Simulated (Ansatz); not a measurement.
Basis-set extrapolation for `CN([SiH2]F)[SiH2]Cl` (PBE0-D4/def2-TZVP geometry, frozen core, Ansatz). Multiplicity 1, RHF reference.

```
                       def2-TZVPP    def2-QZVPP
                 HF  -1233.493176  -1233.534406
    MP2 correlation     -1.066524     -1.155681
CCSD(T) correlation     -1.167113       not run
```

Energies in hartree. Use E(X) = E(∞) + A·exp(−7.88·√X) for Hartree–Fock and E(X) = E(∞) + B·X^(−2.97) for correlation, with X = 3 and 4, and add CCSD(T) minus MP2 of the smaller set to the MP2 limit.

Task: What is the CCSD(T) energy at the basis-set limit?

Result: HF limit: -1233.534406 + (-0.041230) × 0.13774 = -1233.54009. MP2 limit: -1.155681 + (-0.089157) × 0.74074 = -1.22172. Higher-order term: -1.167113 − (-1.066524) = -0.10059. Total: -1234.86240 hartree, 530.6 kJ/mol below CCSD(T)/def2-TZVPP.
